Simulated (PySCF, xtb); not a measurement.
CH8ClNSi2, SMILES [Si@]([SiH3])(C)(Cl)N.

GFN2-xTB in xtb at its own geometry gives an orbital gap of 4.55 eV and a dipole moment of 2.01 D.

The structure is a stationary point at B3LYP-D3(BJ)/def2-SVP. The structure was generated by enumeration; whether it is a known compound was not checked. One conformer was computed; it need not be the lowest.

Question: What does M06-2X/def2-TZVP run with PySCF give? (An estimate is asked for; the answer gives what the named calculation found.)

Answer: gap 9.72 eV (levels -8.90 and 0.83 eV), dipole 2.01 D.
